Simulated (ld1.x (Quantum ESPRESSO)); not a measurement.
# europium (Eu) ultrasoft: all-electron and pseudo phase curves

| Property | Result |
| --- | --- |
| Element | Eu (Z = 63) |
| Generator | ld1.x (Quantum ESPRESSO) 7.5 |
| Type | ultrasoft |
| Functional | PBE |
| Relativity | scalar-relativistic |
| Frozen core | [Kr] 4d10 |
| Valence charge | 17 |
| Reference configuration | 4f7 5s2 5p6 5d0 6s1 6p1 |
| Partial waves | 5s (bound): rcut 2.10, rcutus 2.25 bohr; 6s (bound): rcut 2.10, rcutus 2.25 bohr; 5p (bound): rcut 2.70, rcutus 3.00 bohr; 6p (bound): rcut 2.70, rcutus 3.00 bohr; 5d (bound, empty): rcut 2.55, rcutus 3.25 bohr; 5d channel at 0.4 Ry: rcut 2.55, rcutus 3.25 bohr; 4f (bound): rcut 1.45, rcutus 1.75 bohr; 4f channel at 1.2 Ry: rcut 1.45, rcutus 1.75 bohr |
| Local potential | all-electron potential smoothed inside 3.05 bohr (lloc = -1) |
| Core correction | none |
| Augmentation charge | PSQ, radius 1.35 bohr |

The phase is arctan(r·u′/u) with u = r·R(r), unwrapped; energies in Ry, scanned from -5 to 5 Ry. A pole is an energy at which the radial function vanishes at the test radius. The pseudo phase is shifted by a multiple of π to meet the all-electron one at the reference energy, and phase errors are pseudo minus all-electron; the curves can meet again beyond the range given. Levels narrower than the energy grid can be missing from the lists of poles.

| channel | radius (bohr) | reference energy (Ry) | poles, all-electron | poles, pseudo | unbroken range about the reference energy with phases within 0.05 rad | phase error 1 Ry above the reference energy (rad) |
| --- | --- | --- | --- | --- | --- | --- |
| s | 3.54 | -0.32 | -3.37, 1.06 | -3.37, 1.06 | below 2.8 | -0.001 |
| p | 3.54 | -0.13 | -1.80, 2.00 | -1.80, 1.54 | below 0.5 | -0.049 |
| d | 3.54 | -0.19 | 0.21, 3.74 | 0.21, 3.65 | the whole range | -0.000 |
| f | 3.54 | -0.30 | -0.28, 2.33 | -0.28, 2.34 | below 3.6 | +0.000 |

Phases in the f channel:

```
E (Ry)  all-electron  pseudo
 -5.00         1.449   1.449
 -4.48         1.443   1.443
 -3.96         1.436   1.436
 -3.44         1.427   1.427
 -2.92         1.417   1.417
 -2.40         1.403   1.403
 -1.88         1.385   1.386
 -1.36         1.361   1.361
 -0.84         1.321   1.321
 -0.32         0.831   0.832
  0.20        -1.963  -1.963
  0.72        -2.359  -2.359
  1.24        -3.987  -3.987
  1.76        -4.545  -4.545
  2.28        -4.702  -4.701
  2.80        -4.803  -4.799
  3.32        -4.935  -4.920
  3.84        -5.387  -5.255
  4.36        -7.296  -7.043
  4.88        -7.665  -7.606
```
